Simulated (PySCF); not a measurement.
First SCF of a structure search on singlet Cu(OH)3, at a hand-made PBE0 minimum (heavy-atom frame) geometry. PySCF input:

```python
from pyscf import gto, scf, dft
mol = gto.M(atom='''
Cu    -0.007792    -0.005479    -0.208099
O      0.151216     0.099851     1.562764
O      1.684924    -0.173229    -0.594899
O     -1.766565     0.062936    -0.274305
H     -0.759648    -0.096314     1.836545
H      2.265709    -0.310092     0.162924
H     -2.112793     0.931616    -0.031208''',
    basis={'Cu': 'def2-SVP', 'O': 'def2-SVP', 'H': 'def2-SVP'},
    charge=0, spin=0)
mf = dft.RKS(mol, xc='PBE0')
mf.grids.atom_grid = (50, 194)
aux = {'Cu': 'def2-universal-JKFIT', 'O': 'def2-universal-JKFIT', 'H': 'def2-universal-JKFIT'}
mf = mf.density_fit(auxbasis=aux)
mf.conv_tol = 1e-08
mf.diis_space = 10
mf.max_cycle = 60
mf.init_guess = 'minao'
mf.verbose = 4
mf.kernel()
```

Excerpt of the output (cycles and frontier levels):

```
init E= -1866.71443574137
  HOMO = -0.14783300185165  LUMO = -0.103984696830217  gap/eV = 1.19317
cycle= 1 E= -1865.2725073991  delta_E= 1.44  |g|= 3.32  |ddm|= 2.81
  HOMO = -0.132539905614741  LUMO = -0.127593669281512  gap/eV = 0.13459
cycle= 2 E= -1861.77436837163  delta_E=  3.5  |g|= 4.62  |ddm|= 6.07
  HOMO = -0.282893375275227  LUMO = -0.246561333868919  gap/eV = 0.98865
cycle= 3 E= -1866.75485794116  delta_E= -4.98  |g|= 1.07  |ddm|= 5.49
  HOMO = -0.228477611244299  LUMO = -0.136685128510767  gap/eV = 2.49780
cycle= 4 E= -1866.77763526606  delta_E= -0.0228  |g|= 1.07  |ddm|= 1.64
  HOMO = -0.273783938279691  LUMO = -0.155182834026477  gap/eV = 3.22730
cycle= 5 E= -1867.00866572326  delta_E= -0.231  |g|= 0.282  |ddm|= 0.888
  HOMO = -0.304052445423532  LUMO = -0.180565410322982  gap/eV = 3.36025
cycle= 6 E= -1867.01842791265  delta_E= -0.00976  |g|= 0.134  |ddm|= 0.267
  HOMO = -0.300520399781147  LUMO = -0.175500189818893  gap/eV = 3.40197
cycle= 7 E= -1867.02142649738  delta_E= -0.003  |g|= 0.0732  |ddm|= 0.144
  HOMO = -0.296770350735304  LUMO = -0.173110264923309  gap/eV = 3.36496
cycle= 8 E= -1867.02251988298  delta_E= -0.00109  |g|= 0.01  |ddm|= 0.0608
  HOMO = -0.29811935144844  LUMO = -0.173182315291013  gap/eV = 3.39971
cycle= 9 E= -1867.02255352611  delta_E= -3.36e-05  |g|= 0.00395  |ddm|= 0.015
  HOMO = -0.297967605830847  LUMO = -0.17305332358706  gap/eV = 3.39909
cycle= 10 E= -1867.02256205825  delta_E= -8.53e-06  |g|= 0.000945  |ddm|= 0.0096
  HOMO = -0.297896336080653  LUMO = -0.172977770713326  gap/eV = 3.39921
cycle= 11 E= -1867.02256431332  delta_E= -2.26e-06  |g|= 0.000834  |ddm|= 0.00744
  HOMO = -0.297927618608405  LUMO = -0.173009174445746  gap/eV = 3.39920
cycle= 12 E= -1867.02256468672  delta_E= -3.73e-07  |g|= 0.000165  |ddm|= 0.00251
  HOMO = -0.297935249998273  LUMO = -0.173010215154224  gap/eV = 3.39938
cycle= 13 E= -1867.02256473178  delta_E= -4.51e-08  |g|= 4.74e-05  |ddm|= 0.00126
  HOMO = -0.297930946047988  LUMO = -0.173009706939157  gap/eV = 3.39928
cycle= 14 E= -1867.02256473363  delta_E= -1.85e-09  |g|= 1.51e-05  |ddm|= 0.00017
  HOMO = -0.297932427152785  LUMO = -0.173008774541996  gap/eV = 3.39935
Extra cycle  E= -1867.02256473365  delta_E= -2.77e-11  |g|= 2.93e-05  |ddm|= 5.58e-05
converged SCF energy = -1867.02256473365
```

No lower solution of this spin was found by a stability analysis within the restricted form, which does not test spin polarisation.

The search for the lowest solution, with the stability check, took 7.6 s on 2 threads of a shared Arm Neoverse N1 host, with 88 basis functions; the process peaked at 0.41 GiB. Launch command: `OMP_NUM_THREADS=2 python axn.py task.json out`.
